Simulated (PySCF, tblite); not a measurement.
C4H12N2Si3.
Geometry (GFN2-xTB, Å), atoms numbered from 1 in this order:
```
atom  x, y, z in Å
N1     3.208   -0.150   -1.987
C2     2.700    0.424   -1.139
C3     2.082    1.134   -0.053
C4     1.552    0.165    1.008
Si5    0.197   -0.983    0.318
C6    -1.071   -1.584    1.616
Si7   -2.405   -0.563    0.713
N8    -1.133   -0.092   -0.410
Si9   -1.231    0.911   -1.817
H10    1.257    1.726   -0.458
H11    2.826    1.816    0.374
H12    1.165    0.752    1.842
H13    2.379   -0.431    1.394
H14    0.761   -1.986   -0.588
H15   -0.876   -1.299    2.645
H16   -1.242   -2.654    1.610
H17   -3.464   -1.324    0.055
H18   -2.944    0.597    1.427
H19   -1.287    2.323   -1.397
H20   -0.028    0.665   -2.610
H21   -2.455    0.570   -2.542
```

Level of theory: PBE0/pcSseg-1 in PySCF (dipole) on a GFN2-xTB geometry, gas phase.

Take the most abundant isotopes and a rigid rotor. The values belong to one conformer with, in the numbering `[N:1]#[C:2][CH2:3][CH2:4][Si@H:5]1[CH2:6][SiH2:7][N:8]1[SiH3:9]`, C2–C3–C4–Si5 -62°, C3–C4–Si5–C6 -152°.

Question: What are A, B and C (MHz)?

Answer: Ia = 337.89, Ib = 710.45, Ic = 917.00 u·Å²; 505379 MHz·u·Å²/I gives A = 1496, B = 711.4, C = 551.1 MHz.

Question: Classify the top.

Answer: An asymmetric top. Ray's parameter κ = (2B − A − C)/(A − C) = -0.661; −1 is the prolate and +1 the oblate limit.

Question: Is it planar, by Δ = Ic − Ia − Ib?

Answer: Not planar: Δ = Ic − Ia − Ib = -131.33 u·Å². For a rigid frame Δ = −2 Σ m c², so Σ m c² = 65.67 u·Å² lies off the ab plane: 20.19 from hydrogen and 45.48 from heavier atoms. The atom farthest from that plane is 1.92 Å away.

Question: Give the other two planar moments, Paa and Pbb, and the rms extents of the mass along the axes.

Answer: Paa = Σ m a² = (Ib + Ic − Ia)/2 = 644.78 and Pbb = Σ m b² = (Ia + Ic − Ib)/2 = 272.22 u·Å². With the mass M = 172.03 u, the rms extents √(P/M) along a, b and c are 1.94, 1.26, 0.62 Å.

Question: Predict some low-J microwave lines.

Answer: The dipole components are |μa| = 2.33 D, |μb| = 1.78 D, |μc| = 2.82 D. Intensities carry the squares of the components, which stand as 0.68 : 0.40 : 1.00 (a : b : c). Some lines, for components of 0.1 D or more:

```json
{"type": "a", "branch": "Q", "J(Ka,Kc)": "2(1,1) ← 2(1,2)", "MHz": "481", "lower level (cm⁻¹)": "0.147"}
{"type": "c", "branch": "Q", "J(Ka,Kc)": "2(1,2) ← 2(0,2)", "MHz": "646", "lower level (cm⁻¹)": "0.126"}
{"type": "c", "branch": "Q", "J(Ka,Kc)": "1(1,1) ← 1(0,1)", "MHz": "784", "lower level (cm⁻¹)": "0.042"}
{"type": "b", "branch": "Q", "J(Ka,Kc)": "1(1,0) ← 1(0,1)", "MHz": "945", "lower level (cm⁻¹)": "0.042"}
{"type": "b", "branch": "Q", "J(Ka,Kc)": "2(1,1) ← 2(0,2)", "MHz": "1127", "lower level (cm⁻¹)": "0.126"}
{"type": "a", "branch": "R", "J(Ka,Kc)": "1(0,1) ← 0(0,0)", "MHz": "1262", "lower level (cm⁻¹)": "0.000"}
{"type": "b", "branch": "R", "J(Ka,Kc)": "2(0,2) ← 1(1,1)", "MHz": "1718", "lower level (cm⁻¹)": "0.068"}
{"type": "b", "branch": "R", "J(Ka,Kc)": "1(1,1) ← 0(0,0)", "MHz": "2047", "lower level (cm⁻¹)": "0.000"}
{"type": "c", "branch": "R", "J(Ka,Kc)": "1(1,0) ← 0(0,0)", "MHz": "2207", "lower level (cm⁻¹)": "0.000"}
{"type": "c", "branch": "Q", "J(Ka,Kc)": "2(2,1) ← 2(1,1)", "MHz": "2353", "lower level (cm⁻¹)": "0.163"}
{"type": "a", "branch": "R", "J(Ka,Kc)": "2(1,2) ← 1(1,1)", "MHz": "2365", "lower level (cm⁻¹)": "0.068"}
{"type": "b", "branch": "Q", "J(Ka,Kc)": "2(2,0) ← 2(1,1)", "MHz": "2375", "lower level (cm⁻¹)": "0.163"}
{"type": "a", "branch": "R", "J(Ka,Kc)": "2(0,2) ← 1(0,1)", "MHz": "2503", "lower level (cm⁻¹)": "0.042"}
{"type": "a", "branch": "R", "J(Ka,Kc)": "2(1,1) ← 1(1,0)", "MHz": "2685", "lower level (cm⁻¹)": "0.074"}
{"type": "b", "branch": "Q", "J(Ka,Kc)": "2(2,1) ← 2(1,2)", "MHz": "2834", "lower level (cm⁻¹)": "0.147"}
{"type": "b", "branch": "R", "J(Ka,Kc)": "2(1,2) ← 1(0,1)", "MHz": "3149", "lower level (cm⁻¹)": "0.042"}
{"type": "c", "branch": "R", "J(Ka,Kc)": "2(1,1) ← 1(0,1)", "MHz": "3630", "lower level (cm⁻¹)": "0.042"}
{"type": "b", "branch": "R", "J(Ka,Kc)": "2(2,1) ← 1(1,0)", "MHz": "5038", "lower level (cm⁻¹)": "0.074"}
{"type": "c", "branch": "R", "J(Ka,Kc)": "2(2,0) ← 1(1,0)", "MHz": "5060", "lower level (cm⁻¹)": "0.074"}
{"type": "c", "branch": "R", "J(Ka,Kc)": "2(2,1) ← 1(1,1)", "MHz": "5198", "lower level (cm⁻¹)": "0.068"}
{"type": "b", "branch": "R", "J(Ka,Kc)": "2(2,0) ← 1(1,1)", "MHz": "5221", "lower level (cm⁻¹)": "0.068"}
```

Its GFN2-xTB frequencies are all real (lowest 30 cm⁻¹). Zero-point vibration and centrifugal distortion are left out. A rigid rotor knows nothing of internal rotation, which can split or shift real lines. Quadrupole hyperfine structure (14N) is left out.
